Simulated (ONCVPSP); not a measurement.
How hard is this erbium (Er) ONCV potential?

- Element: erbium (Er)
- Generator: ONCVPSP 4.0.1
- Type: optimised norm-conserving Vanderbilt (ONCV)
- Functional: LDA (Perdew-Zunger)
- Relativity: fully relativistic
- Frozen core: [Kr] 4d10
- Valence charge: 22
- Reference configuration: 4f11 5s2 5p6 5d1 6s2
- Partial waves: 5s+6s: rc 2.25 bohr, ncon 4, nbas 8, qcut 5.6 1/bohr, 2 projectors; 5p: rc 2.25 bohr, ncon 4, nbas 9, qcut 5.7 1/bohr, 1 projector; 5d: rc 2.30 bohr, ncon 4, nbas 7, qcut 4.4 1/bohr, 1 projector; 4f: rc 1.00 bohr, ncon 4, nbas 9, qcut 20.5 1/bohr, 2 projectors, debl 2.6 Ha
- Local potential: polynomial inside 0.80 bohr (lpopt 4, dvloc0 6 Ha)
- Core correction: none

Open shells are filled in proportion to 2j + 1.

Problem. For each optimised wave give the share of its norm inside rc, the residual kinetic energy above qcut (Ha) and the cutoffs (Ha) for errors of 10, 1, 0.1 and 0.01 mHa per electron.

Solution.

| wave | norm inside rc | residual KE | 10 mHa | 1 mHa | 0.1 mHa | 0.01 mHa |
| --- | --- | --- | --- | --- | --- | --- |
| 5s | 0.980 | 9.1e-07 | 3.9 | 9.4 | 12.0 | 13.8 |
| 6s | 0.098 | 2.9e-06 | 2.9 | 9.1 | 12.3 | 14.5 |
| 5p j=3/2 | 0.911 | 4.2e-07 | 6.2 | 8.1 | 9.6 | 11.2 |
| 5p j=1/2 | 0.943 | 4.6e-08 | 7.4 | 9.8 | 11.7 | 13.2 |
| 5d j=5/2 | 0.416 | 3.7e-04 | 6.4 | 8.7 | 16.1 | 30.4 |
| 5d j=3/2 | 0.452 | 5.3e-04 | 6.7 | 9.1 | 19.7 | 31.5 |
| 4f j=7/2 | 0.768 | 2.0e-06 | 133.2 | 153.6 | 170.1 | 184.8 |
| f projector 2 j=7/2 | 0.040 | 1.8e-08 | 115.3 | 141.1 | 162.0 | 178.7 |
| 4f j=5/2 | 0.779 | 1.3e-06 | 135.2 | 155.8 | 172.8 | 187.1 |
| f projector 2 j=5/2 | 0.039 | 2.5e-08 | 116.3 | 142.3 | 163.2 | 179.8 |

The occupied waves need 156 Ha and 173 Ha for 1 and 0.1 mHa. Note: ghosts flagged at negative energy: s at -40.9 eV; GHOST(+) flagged for p3/2 at 9.7 eV. A true bound ghost makes a file unfit for plane-wave use. 3 of 4 tests not solved or not reliable.
